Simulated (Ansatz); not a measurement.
Relaxation of FH₅O₃Si (10 atoms, charge 0, multiplicity 1), to a largest force component of 0.03 eV/Å in at most 50 steps.

Computed with Ansatz, RKS r2SCAN-D4/def2-SVP.

```xyz
10
Properties=species:S:1:pos:R:3:forces:R:3
Si -0.255 -0.166 0.201 -0.16 -0.25 -0.23
H -0.122 0.086 1.636 -0.44 -0.27 0.22
O 1.286 0.032 -0.409 -0.01 0.00 -0.01
H 1.667 -0.759 -0.811 0.00 0.01 0.01
O -1.335 0.903 -0.433 -0.01 -0.01 0.01
H -1.140 1.260 -1.307 0.01 0.00 0.00
O -0.630 -1.739 -0.171 -0.02 0.00 0.00
H -1.557 -2.000 -0.122 0.02 0.00 0.00
F 1.126 1.949 1.413 0.07 0.49 0.20
H 1.396 1.093 1.178 0.54 0.03 -0.19
```

**Question.** Where does it end, and by what steps?

**Answer.** The run converged. After 10 steps the energy has fallen by 0.345 eV; H2 moved furthest, 0.68 Å.

| step | energy less start (eV) | largest force component (eV/Å) | accepted |
| --- | --- | --- | --- |
| 0 | 0.0000 | 0.537 | yes |
| 1 | -0.1540 | 0.533 | yes |
| 2 | -0.2109 | 1.173 | yes |
| 3 | -0.3022 | 0.627 | yes |
| 4 | -0.3251 | 0.398 | yes |
| 5 | -0.3322 | 0.208 | yes |
| 6 | -0.3391 | 0.101 | yes |
| 7 | -0.3418 | 0.041 | yes |
| 8 | -0.3434 | 0.206 | yes |
| 9 | -0.3443 | 0.058 | yes |
| 10 | -0.3448 | 0.019 | yes |

```xyz
10
Properties=species:S:1:pos:R:3
Si -0.393 -0.285 0.286
H -0.627 -0.358 1.740
O 1.210 0.003 -0.118
H 1.706 -0.766 -0.428
O -1.319 0.954 -0.264
H -1.043 1.390 -1.079
O -0.665 -1.744 -0.454
H -1.516 -2.169 -0.296
F 1.450 2.202 1.148
H 1.633 1.430 0.641
```

Whether the end is a true minimum wasn't checked by a vibrational analysis.

The run took 18 s on 4 threads of Intel(R) Xeon(R) Platinum 8259CL CPU @ 2.50GHz (Skylake/Cascade Lake), with other jobs on the host, peak memory 0.18 GiB.
